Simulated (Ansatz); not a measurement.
`[OH][Sn][Cl]` + HBr → `[OH][Sn][Br]` + HCl  (ligand exchange at the Sn–Cl bond)

Computed with Ansatz on PBE0-D4/def2-TZVP structures; ΔE is electronic, products minus reactants. CBS: MP2 limit from def2 TZ/QZ plus the TZ coupled-cluster correction, frozen cores. This one scheme is used for every species. Functionals use def2-TZVPP. B3LYP here is the variant with VWN-RPA as its local correlation; programs differ in this. Elements past krypton have def2 core potentials. For Br, Sn outer-core shells are correlated without core-valence functions, which leaves a few kJ/mol of doubt a bond. Scalar relativity is left out up to krypton. Each species was taken in one conformer, which may not be the lowest.

```
       species  B3LYP energy (Eh)
`[OH][Sn][Cl]`         -750.55467
           HBr        -2574.78969
`[OH][Sn][Br]`        -2864.51254
           HCl         -460.83627
```

Task: Work out ΔE.

Result: ΔE = (-2864.51254) + (-460.83627) − (-750.55467) − (-2574.78969) = -0.00445 Eh = -11.7 kJ/mol. CCSD(T)/CBS gives -14.0 kJ/mol.

Largest T1 diagnostic among the species: 0.017.

Leaving LDA and LC-ωPBE aside and taking each functional with its dispersion term where it has one, the values, not all of them listed here, spread over 6.7 kJ/mol, from BHLYP-D4 to B97M-V.
